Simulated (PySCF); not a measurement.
A structure optimised at PBE-D3(BJ)/def2-SVP, used in a PySCF frequency run:

```xyz
4

Cl    -1.4720    -0.8499    -0.0333
C      0.0000     0.0000     0.2834
Cl     1.4720    -0.8499    -0.0333
Cl     0.0000     1.6998    -0.0333
```
Charge 0, spin multiplicity 2.

Question: Write its SMILES, formula and point group.

Answer: Cl[C](Cl)Cl, CCl3, C3v

Question: What are its rotational constants (standard atomic weights)?

Answer: 3.2665, 3.2665, 1.6447 GHz
